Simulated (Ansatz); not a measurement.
Ta2Te4, relaxed as a quintet with UKS r2SCAN-D4/def2-SVP in Ansatz, starting from the r2SCAN-D4/def2-SVP geometry of the neutral singlet. Force threshold 0.02 eV/Å.

In the def2 sets Ta, Te take a core potential; there is no spin–orbit coupling. At r2SCAN-D4/def2-SVP a triplet of charge 0 lies 0.91 eV below the quintet, each at its own geometry. The structure comes from a short search, and lower isomers may exist.

Start:

```xyz
6

Ta   -1.8327   -0.3791   -0.9281
Ta    0.3470    0.2577    0.0040
Te    0.0977   -0.5069   -2.7010
Te    2.2349   -1.5404    0.8935
Te    0.9773    0.1124    2.6804
Te   -1.8242    2.0562    0.0512
```

Task: Estimate the energy that the relaxation releases and the steps that it takes.

Result: 12.4 kcal/mol, in 15 steps; 4.5 min on 4 threads of Arm Neoverse V1 on a shared host. No frequencies were taken in this run, so the end may be a saddle point.

Task: Does the start keep its bonding and symmetry?

Result: By distances, no bond broke or formed. The bond that changes most is Ta1–Te6, from 2.62 to 2.74 Å (atoms count from 1).

Task: Predict the relaxed structure.

Result: 
```csv
atom,x (Å),y (Å),z (Å)
Ta1,-1.9776,-0.2579,-0.6379
Ta2,0.3819,0.3952,-0.1163
Te3,-0.0820,-0.9390,-2.4615
Te4,2.7383,-0.8059,0.9243
Te5,0.4241,-0.7716,2.3639
Te6,-1.4847,2.3792,-0.0725
```
Bond lengths (bridged metal pairs left out): 6 × Ta–Te 2.72 to 2.84 Å; 1 × Te–Te 2.73 Å.
